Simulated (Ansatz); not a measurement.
## Cu⁺ ··· GeH4

The pair of Cu⁺ (SMILES [Cu+], atom 1) and GeH4 (SMILES [GeH4], atoms 2–6), both closed shells, in one local arrangement (a lower one may exist), relaxed at PBE0-D4/def2-TZVP:

```xyz
6
angstrom
Cu 0.2335 -0.2381 -1.8767
Ge -0.0625 0.0636 0.5020
H 1.1648 0.2854 1.3633
H 0.1682 -1.2845 -0.3614
H -0.0365 1.1499 -0.6962
H -1.4675 0.0236 1.0690
```

Program: Ansatz 0.2.0. Basis: def2-TZVPPD, with def2-QZVPPD for the basis limit. Cores are frozen in the correlated methods. The 3s and 3p shells of Cu and Zn are frozen; filled d shells are correlated. The def2 sets are not built for correlating such inner shells, so the correlated values are less sure here. B3LYP uses VWN-RPA correlation. Extrapolation: Hartree–Fock as exp(−7.88 √X), correlation as X^−2.97. Interaction energies count from these two fragments, frozen as in the pair, with the counterpoise correction; negative means bound.

(1) What is the interaction energy by CCSD(T) at an estimated basis limit (MP2 extrapolated from triple and quadruple zeta, plus CCSD(T) − MP2 in triple zeta)? (Judge from chemistry; the value comes from the calculation.)

T1 diagnostic: at most 0.018.

Results:

(1) Computed: -155.7 kJ/mol. Hartree–Fock alone gives -65.1 kJ/mol at the basis limit. It counts from the two fragments frozen as in the pair.

The same quantity by other methods in triple zeta, and each one's difference from that estimate:
| method | E_int (kJ/mol) | difference |
| --- | --- | --- |
| PBE-D4 | -206.4 | -50.7 |
| revPBE-D4 | -184.5 | -28.8 |
| BLYP-D4 | -190.7 | -35.0 |
| r2SCAN-D4 | -205.4 | -49.7 |
| B97M-V | -191.3 | -35.6 |
| PBE0-D4 | -174.6 | -18.9 |
| B3LYP-D4 | -170.5 | -14.8 |
| HSE06-D4 | -173.9 | -18.2 |
| wB97X-V | -161.6 | -6.0 |
| wB97M-V | -162.9 | -7.2 |
| B2PLYP | -158.6 | -2.9 |
| HF | -64.4 | 91.3 |
| MP2 | -145.8 | 9.9 |
| CCSD | -124.5 | 31.2 |
| CCSD(T) | -136.5 | 19.2 |
Differences are method less estimate.

Energy to bend the free fragments (PBE0-D4 minima) into their shapes in the pair, CCSD(T)/def2-TZVPPD: GeH4 21.6 kJ/mol. This must be added to the interaction energy to get the binding energy from relaxed fragments.

Basis-set superposition shift (counterpoise-corrected less uncorrected): CCSD(T) 10.3; MP2 9.9; HF 2.3; PBE0-D4 2.4; wB97M-V 2.3 kJ/mol.

For scale, one of the runs: CCSD(T)/def2-TZVPPD, 189 basis functions, launched by `ansatz run in.yaml --threads 4 --pin off --events-out ev --progress --plain --max-ram 9574MiB`. Hardware: 4 CPU threads of an Intel Xeon Platinum 8375C, shared host. Wall time 26 s; peak host memory 1.9 GiB.
